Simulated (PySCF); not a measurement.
Geometry:
```tsv
atom	x (Å)	y (Å)	z (Å)
Al1	0.833	1.576	0.042
Cl2	2.585	1.879	-1.060
Cl3	0.036	3.146	1.176
N4	0.024	0.010	0.007
C5	-1.179	-0.270	0.754
C6	0.494	-1.110	-0.775
H7	-2.018	-0.552	0.089
H8	-1.496	0.612	1.332
H9	-1.033	-1.105	1.466
H10	1.410	-0.848	-1.325
H11	0.721	-1.986	-0.138
H12	-0.262	-1.434	-1.517
```

Non-relativistic, in vacuum, averaged over atoms made equivalent by symmetry, fast rotation or ring inversion, single conformer. PBE0-D3(BJ)/def2-SVP structure; GIAO B3LYP/pcSseg-1 (pcSseg-2 on Al) shieldings; PySCF 2.14.

Referencing at the same level of theory: ¹³C (σref 179.24) and ¹H (σref 31.38) against TMS; ²⁷Al (σref 571.15) vs [Al(H2O)6]3+; ³⁵Cl (σref 930.46) against HCl; NH3 for ¹⁵N (σref 263.54).

| atoms | nucleus | count | δ (ppm) |
| --- | --- | --- | --- |
| H7/H8/H9/H10/H11/H12 | ¹H | 6 | ? |
| Al1 | ²⁷Al | 1 | ? |
| Cl2/Cl3 | ³⁵Cl | 2 | -44 |
| C5/C6 | ¹³C | 2 | 41.0 |
| N4 | ¹⁵N | 1 | 60.9 |

**Question.** Complete the table.

**Answer.** 
- H7/H8/H9/H10/H11/H12: 2.70 ppm, hydrogen on a carbon bonded to N
- Al1: 169.9 ppm, aluminium bonded to 2 Cl, N

Shifts are as computed, not scaled to solution data. Of 1309 compounds with measured shifts, 239 miss one by over three times the rms of a fit or turn the order of signals round; such compounds aren't used in these exercises. Experimental scales use liquid or dissolved standards, which lie at an offset from isolated NH3 (liquid NH3: subtract about 20 ppm).
